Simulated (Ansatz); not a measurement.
`C#CC[CH2][GeH3]` + H₂Se → `[GeH3][SeH]` + `C#CCC`  (ligand exchange at a Ge–C bond)

Calculated with Ansatz (gas phase, PBE0-D4/def2-TZVP geometries, no zero-point term in ΔE). CCSD(T)/CBS is the MP2 limit (def2-TZVPP, def2-QZVPP) plus CCSD(T) − MP2 in def2-TZVPP, frozen cores. DFT in def2-TZVPP. For Ge, Se outer-core shells are correlated without core-valence functions, which leaves a few kJ/mol of doubt a bond. Scalar relativity is left out up to krypton. One conformer a species, not always the lowest.

`C#CC[CH2][GeH3]`:

Cartesian coordinates in Å:
```
C 0.308 -2.859 -1.361
C -0.108 -1.827 -0.910
C -0.578 -0.568 -0.354
C 0.559 0.286 0.210
Ge -0.067 1.984 0.965
H 0.669 -3.776 -1.762
H -1.114 -0.016 -1.134
H -1.315 -0.781 0.428
H 1.289 0.503 -0.573
H 1.089 -0.265 0.991
H 1.116 2.794 1.518
H -1.067 1.714 2.105
H -0.779 2.811 -0.122
```

H₂Se:

Cartesian coordinates in Å:
```
Se 0.672 0.075 0.104
H -0.426 -0.517 0.875
H -0.247 0.442 -0.979
```

`[GeH3][SeH]`:

```xyz
6

Ge   -0.437    0.292   -0.289
Se    1.233   -1.335    0.057
H     0.174    1.701   -0.274
H    -1.018   -0.026   -1.672
H    -1.524    0.181    0.790
H     1.572   -0.813    1.387
```

`C#CCC`:

```xyz
10

C    -0.270   -1.630   -1.584
C    -0.431   -0.735   -0.800
C    -0.598    0.348    0.155
C     0.701    0.721    0.862
H    -0.134   -2.423   -2.280
H    -1.004    1.220   -0.368
H    -1.354    0.055    0.892
H     0.530    1.536    1.568
H     1.103   -0.132    1.412
H     1.456    1.042    0.142
```

| level | ΔE (kcal/mol) |
| --- | --- |
| PBE0-D4 | -19.3 |
| PBE | -19.4 |

What does CCSD(T)/CBS give? (Estimate.)

Ansatz gave: -17.5 kcal/mol. The listed levels differ from it by -1.8, -1.9 kcal/mol.

Largest T1 diagnostic among the species: 0.011.

The D4 term adds +0.8 kcal/mol with B3LYP and +0.5 kcal/mol with PBE0; it sums over pairs of atoms, weighted by their polarisabilities, and B3LYP, whose exchange is more repulsive, gets the larger term. In def2-TZVPP, CCSD(T) changes the Hartree–Fock value by +4.3 kcal/mol (the triples alone add +0.4 kcal/mol) and MP2 by +3.9 kcal/mol.

B3LYP here is the variant with VWN-RPA as its local correlation; programs differ in this.
